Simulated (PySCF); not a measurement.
Parent: `[O:1]=[C:2]([OH:3])[GeH3:4]` with O1–C2–O3–H 0°, CH4GeO2.

Computed, not measured: PySCF 2.14.0, PBE0-D3(BJ)/def2-SVP geometry optimisation, gas phase. One conformer each, not checked by frequencies here.

```json
{"coordinate of the parent": "O1=C2", "value": "1.200 Å"}
{"coordinate of the parent": "C2–O3", "value": "1.340 Å"}
{"coordinate of the parent": "C2–Ge4", "value": "1.993 Å"}
{"coordinate of the parent": "O1–C2–O3", "value": "123.0°"}
{"coordinate of the parent": "O1–C2–Ge4", "value": "124.6°"}
{"coordinate of the parent": "O3–C2–Ge4", "value": "112.3°"}
```

Q: How does the shared frame change in `[O:1]=[C:2]([OH:3])[GeH2:4][CH2:5][F:6]` with O1–C2–O3–H 0°, O1–C2–Ge4–C5 35°, C2–Ge4–C5–F6 71°, C2H5FGeO2? Atoms pair as O1 = O1, C2 = C2, O3 = O3, Ge4 = Ge4 (parent first).

A: 
```
   parent   relative  value in the relative  change
    O1=C2      O1=C2                1.202 Å  +0.002
    C2–O3      C2–O3                1.337 Å  -0.003
   C2–Ge4     C2–Ge4                1.990 Å  -0.003
 O1–C2–O3   O1–C2–O3                 123.2°    +0.2
O1–C2–Ge4  O1–C2–Ge4                 122.4°    -2.2
O3–C2–Ge4  O3–C2–Ge4                 114.4°    +2.1
```

No shared bond changes by more than 0.004 Å. Bonds of the relative outside the shared frame: Ge4–C5 1.963, C5–F6 1.376 Å.

Q: How does the shared frame change in `[O:1]=[C:2]([OH:3])[GeH2:4][CH2:5][Cl:6]` with O1–C2–O3–H 0°, O1–C2–Ge4–C5 52°, C2–Ge4–C5–Cl6 65°, C2H5ClGeO2? Atoms pair as O1 = O1, C2 = C2, O3 = O3, Ge4 = Ge4 (parent first).

A: 
| parent | relative | value in the relative | change |
| --- | --- | --- | --- |
| O1=C2 | O1=C2 | 1.202 Å | +0.002 |
| C2–O3 | C2–O3 | 1.335 Å | -0.005 |
| C2–Ge4 | C2–Ge4 | 1.989 Å | -0.004 |
| O1–C2–O3 | O1–C2–O3 | 123.3° | +0.3 |
| O1–C2–Ge4 | O1–C2–Ge4 | 122.0° | -2.6 |
| O3–C2–Ge4 | O3–C2–Ge4 | 114.8° | +2.5 |

Of the parent's bonds, C2–O3 and C2–Ge4 change most and about equally (-0.005 to -0.004 Å). Bonds of the relative outside the shared frame: Ge4–C5 1.959, C5–Cl6 1.787 Å.

Q: How does the shared frame change in `[CH2:1]=[N:2][GeH2:3][C:4](=[O:5])[OH:6]` with C1–N2–Ge3–C4 -1°, N2–Ge3–C4–O5 9°, Ge3–C4–O6–H 180°, C2H5GeNO2? Atoms pair as O1 = O5, C2 = C4, O3 = O6, Ge4 = Ge3 (parent first).

A: 
```tsv
parent	relative	value in the relative	change
O1=C2	O5=C4	1.204 Å	+0.004
C2–O3	C4–O6	1.338 Å	-0.002
C2–Ge4	C4–Ge3	2.003 Å	+0.010
O1–C2–O3	O5–C4–O6	122.7°	-0.3
O1–C2–Ge4	O5–C4–Ge3	124.9°	+0.3
O3–C2–Ge4	O6–C4–Ge3	112.4°	+0.1
```

Of the parent's bonds, C2–Ge4 changes most (+0.010 Å). Bonds of the relative outside the shared frame: C1=N2 1.265, N2–Ge3 1.849 Å.
